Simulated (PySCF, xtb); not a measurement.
CH₅O, SMILES C[OH2+], charge +1.

Harmonic wavenumbers (cm⁻¹) from GFN2-xTB (xtb) at its own minimum, in rising order: 297, 896, 896, 937, 1116, 1162, 1359, 1404, 1410, 1422, 3048, 3064, 3067, 3252, 3258.

### Question
What does PySCF with PBE-D3(BJ)/def2-TZVP give at its own minimum? (An estimate is asked for; the answer gives what the named calculation found.)

### Answer
250, 706, 811, 916, 1132, 1249, 1417, 1427, 1431, 1630, 3023, 3146, 3152, 3529, 3604. Paired by order, the mean absolute difference is 105 cm⁻¹ and the zero-point energies are 38.0 and 39.2 kcal/mol.
